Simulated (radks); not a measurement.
Values are calculated unless marked as measured or tabulated.
The calcium ion Ca2+ inside a hard spherical wall (all orbitals vanish at R), configuration held at [Ar] and not refilled when levels cross. Level of theory: scalar-relativistic Kohn-Sham, PBE, spin-polarised, spherical densities, finite nucleus; Fermi nuclear charge, rms radius 3.4776 fm (a radial shooting solver on a logarithmic mesh with Libxc functionals). Eigenvalues in eV for spin up, with the zero of energy where the potential of the charges vanishes at infinity; a dash marks a level that is unbound or too diffuse for the functional's potential to be trusted. A positive occupied level is held by the wall or, in an anion where self-interaction has pushed it up, behind a barrier. The pressure on the wall is -dE/dV.

| R (bohr) | E (hartree) | kinetic (hartree) | e(2s) | e(2p) | e(3s) | e(3p) | e(3d, empty) | e(4s, empty) | pressure (GPa) |
|---|---|---|---|---|---|---|---|---|---|
| free | -679.65780 | 684.301 | -429.83 | -350.20 | -62.236 | -43.060 | -15.933 | - | 0 |
| 15 | -679.65780 | 684.301 | -429.83 | -350.20 | -62.236 | -43.060 | -15.933 | - | < 0.0001 |
| 12 | -679.65780 | 684.301 | -429.83 | -350.20 | -62.236 | -43.060 | -15.933 | - | < 0.0001 |
| 10 | -679.65780 | 684.301 | -429.83 | -350.20 | -62.236 | -43.060 | -15.933 | - | < 0.0001 |
| 8 | -679.65780 | 684.301 | -429.83 | -350.20 | -62.236 | -43.060 | -15.932 | -14.512 | < 0.0001 |
| 7 | -679.65780 | 684.301 | -429.83 | -350.20 | -62.236 | -43.060 | -15.927 | -14.427 | 0.000103 |
| 5 | -679.65741 | 684.307 | -429.81 | -350.18 | -62.221 | -43.044 | -15.769 | -12.845 | 0.115 |
| 4 | -679.64938 | 684.393 | -429.53 | -349.90 | -62.027 | -42.833 | -15.082 | -8.209 | 3.70 |
| 3.5 | -679.62057 | 684.645 | -428.80 | -349.16 | -61.531 | -42.283 | -13.951 | -2.103 | 20.9 |
| 3 | -679.49768 | 685.526 | -426.55 | -346.87 | -60.005 | -40.552 | -11.199 | 10.628 | 121 |
| 2 | -676.77189 | 698.288 | -403.22 | -322.92 | -41.206 | -19.394 | 13.754 | 108.48 | 4940 |
